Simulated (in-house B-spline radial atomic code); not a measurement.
Results of a calculation; reference values are marked as such.
## Softness against transferability: the 4p channel of In

In, [Kr] 4d10 5s2 5p1, non-relativistic LDA (VWN5), spherical and spin-unpolarised, from an all-electron radial atomic-structure program (B-spline basis) (atomic units). The all-electron 4p level is ε = -2.795832 hartree, its outermost node lies just inside 0.43 bohr and its outer maximum at 0.83 bohr.

Troullier-Martins pseudo-orbitals are made for several radii. The cutoffs (hartree) are the plane-wave energies beyond which the orbital holds less than the named kinetic energy per electron. The phase error is the difference, pseudo minus all-electron, of arctan(R P'/P) at R = 1.47 bohr for all radii, half a hartree below and above the level.

```json
{"r_c (bohr)": "0.62", "V_l(0) (hartree)": "-123.15", "cutoff for 10 mEh": "340", "for 1 mEh": "> 450", "for 0.1 mEh": "> 450", "phase error at ε − 0.5 (mrad)": "-11.6", "at ε + 0.5 (mrad)": "-2.1"}
{"r_c (bohr)": "0.72", "V_l(0) (hartree)": "-40.08", "cutoff for 10 mEh": "105", "for 1 mEh": "199", "for 0.1 mEh": "415", "phase error at ε − 0.5 (mrad)": "-4.2", "at ε + 0.5 (mrad)": "-0.6"}
{"r_c (bohr)": "0.83", "V_l(0) (hartree)": "-5.84", "cutoff for 10 mEh": "40.1", "for 1 mEh": "89.8", "for 0.1 mEh": "161", "phase error at ε − 0.5 (mrad)": "-2.5", "at ε + 0.5 (mrad)": "-0.4"}
{"r_c (bohr)": "0.94", "V_l(0) (hartree)": "-1.15", "cutoff for 10 mEh": "41.2", "for 1 mEh": "82.9", "for 0.1 mEh": "107", "phase error at ε − 0.5 (mrad)": "-2.1", "at ε + 0.5 (mrad)": "-0.3"}
{"r_c (bohr)": "1.05", "V_l(0) (hartree)": "-3.44", "cutoff for 10 mEh": "38", "for 1 mEh": "74.4", "for 0.1 mEh": "95.8", "phase error at ε − 0.5 (mrad)": "-2.8", "at ε + 0.5 (mrad)": "-0.4"}
{"r_c (bohr)": "1.17", "V_l(0) (hartree)": "-6.12", "cutoff for 10 mEh": "32", "for 1 mEh": "44.9", "for 0.1 mEh": "79.4", "phase error at ε − 0.5 (mrad)": "-5.1", "at ε + 0.5 (mrad)": "-0.7"}
```

Which radius needs the lowest cutoff for 1 mEh while both phase errors stay within 4.3 mrad?

The radii within that limit are 0.72, 0.83, 0.94, 1.05 bohr; of these r_c = 1.05 needs the least, 74.4 hartree, that is 149 Ry or 2025 eV.
